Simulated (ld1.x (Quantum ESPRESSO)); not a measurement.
# An all-electron radial function and its pseudo partner (N (Z = 7))

Columns: radius, all-electron u(r) and pseudo u(r) of the 2p shell (level -7.30 eV) of nitrogen in the configuration [He] 2s1.5 2p3.5; PBE, scalar-relativistic, PAW scheme, ld1.x (Quantum ESPRESSO) 7.5.

| r (bohr) | all-electron | pseudo |
| --- | --- | --- |
| 0.100 | 0.0730 | 0.0108 |
| 0.200 | 0.2141 | 0.0423 |
| 0.300 | 0.3615 | 0.0925 |
| 0.400 | 0.4908 | 0.1577 |
| 0.500 | 0.5946 | 0.2336 |
| 0.600 | 0.6731 | 0.3152 |
| 0.700 | 0.7282 | 0.3972 |
| 0.800 | 0.7624 | 0.4748 |
| 0.900 | 0.7793 | 0.5436 |
| 1.000 | 0.7821 | 0.6002 |
| 1.100 | 0.7742 | 0.6425 |
| 1.200 | 0.7582 | 0.6695 |
| 1.300 | 0.7363 | 0.6815 |
| 1.400 | 0.7102 | 0.6799 |
| 1.500 | 0.6813 | 0.6670 |
| 1.600 | 0.6507 | 0.6454 |
| 1.700 | 0.6193 | 0.6180 |
| 1.800 | 0.5876 | 0.5876 |
| 1.900 | 0.5562 | 0.5563 |
| 2.000 | 0.5253 | 0.5253 |
| 2.100 | 0.4953 | 0.4953 |
| 2.200 | 0.4664 | 0.4664 |
| 2.300 | 0.4385 | 0.4385 |
| 2.400 | 0.4119 | 0.4119 |
| 2.500 | 0.3865 | 0.3865 |
| 2.600 | 0.3625 | 0.3625 |

How many radial nodes do the two functions have?

The all-electron 2p function has n − l − 1 = 0; the pseudo-wave has 0.

At about which radius was the pseudo-wave matched?

2.00 bohr. The columns agree to 0.0005 from 1.80 bohr on; several derivatives are matched, so the curves merge somewhat inside the radius.

Is the pseudo-wave norm-conserving?

No, it belongs to a PAW set: the norm inside the radius is not constrained, and the difference is carried by the augmentation charge.
